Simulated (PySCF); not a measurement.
**What settings do to a single point of [Bi(SH)2]+**

The sound run of [Bi(SH)2]+ (singlet) uses PySCF 2.14.0, RKS r2SCAN, Bi def2-SVP with ECP60, S def2-SVP, H def2-SVP; non-relativistic Hamiltonian with scalar-relativistic core potentials where named; density fitting; no spin-orbit coupling, grid (50, 194), threshold 1e-8 Eh and 55 cycles, at the relaxed geometry:

```xyz
5

Bi    0.0000   -1.3932    0.3632
S     0.0000    0.1406    2.3019
H     0.0000    1.2974    1.5890
S     0.0000    0.3776   -1.3665
H     0.0000   -0.4948   -2.4088
```

There Bi1 has a Mulliken charge of 0.87 e and the dipole about the centre of mass is 1.48 D. Each run below changes one thing and starts from free metal ions and neutral atoms unless it says otherwise; with 55 cycles, smearing, a level shift and second-order steps follow where DIIS fails, and their cycles count. Energy shifts count from the sound run.

```csv
change,outcome,cycles,energy shift (eV),largest force component (eV/Å),charge on Bi1 (e),dipole about the centre of mass (D)
"grid (99, 590)",converged,9,0.0744,0.02,0.87,1.48
start from a density of up to 30 smeared cycles (not counted),converged,8,0.0000,0.01,0.87,1.48
```

(1) One further run converged with energy shift (eV) 0.28, largest force component (eV/Å) 1.82, charge on Bi1 (e) 0.88, dipole about the centre of mass (D) 1.54. Which change was it?
A. all coordinates × 1.05
B. spin (2S) set to 3, limit 89 cycles
C. S2 put 1.1 Å from Bi1, limit 97 cycles

(2) And the other changes listed?

Unsound on purpose, so not properties of the compound: S2 put 1.1 Å from Bi1, limit 97 cycles.

Forces carry noise of the integration grid, about 0.01 to 0.03 eV/Å.

No frequency check is given that shows the relaxed geometry to be a minimum.

Answers

(1) A.

(2) 
```csv
change,outcome,cycles,energy shift (eV),largest force component (eV/Å),charge on Bi1 (e),dipole about the centre of mass (D)
"spin (2S) set to 3, limit 89 cycles",refused,–,–,–,–,–
"S2 put 1.1 Å from Bi1, limit 97 cycles",converged,10,130.31,401.45,0.93,1.81
```
